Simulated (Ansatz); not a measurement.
Relaxation of Cl2F3H4SiTa (11 atoms, charge 0, multiplicity 1), to a largest force component of 0.03 eV/Å in at most 50 steps.

Theory: RKS PBE/def2-SVP in Ansatz.

```xyz
11
Properties=species:S:1:pos:R:3
Ta -0.051 0.286 0.033
Cl 2.322 0.773 -0.156
F 0.372 -0.539 1.682
F -0.152 0.627 -1.828
F -0.882 1.822 0.659
Cl -1.746 -1.284 -0.250
Si 1.411 -2.861 -1.400
H 0.944 -3.903 -0.430
H 0.559 -2.840 -2.630
H 2.860 -3.041 -1.741
H 1.313 -1.529 -0.744
```

Q: Where does it end, and by what steps?

A: It converged. After 7 steps the energy has fallen by 0.140 eV; Cl2 moved furthest, 0.47 Å.

| step | energy less start (eV) | largest force component (eV/Å) | accepted |
| --- | --- | --- | --- |
| 0 | 0.0000 | 1.265 | yes |
| 1 | -0.1009 | 0.336 | yes |
| 2 | -0.1120 | 0.150 | yes |
| 3 | -0.1200 | 0.081 | yes |
| 4 | -0.1265 | 0.081 | yes |
| 5 | -0.1353 | 0.103 | yes |
| 6 | -0.1373 | 0.137 | yes |
| 7 | -0.1400 | 0.028 | yes |

```xyz
11
Properties=species:S:1:pos:R:3
Ta 0.056 0.228 -0.006
Cl 2.190 1.193 0.003
F 0.553 -0.732 1.544
F 0.041 0.437 -1.885
F -0.921 1.675 0.634
Cl -1.700 -1.320 -0.273
Si 1.330 -2.837 -1.382
H 0.795 -3.785 -0.356
H 0.462 -2.761 -2.597
H 2.755 -3.142 -1.734
H 1.388 -1.447 -0.750
```

Run time: 25 s on 4 threads of Arm Neoverse V1 (shared host), peak memory 0.23 GiB.
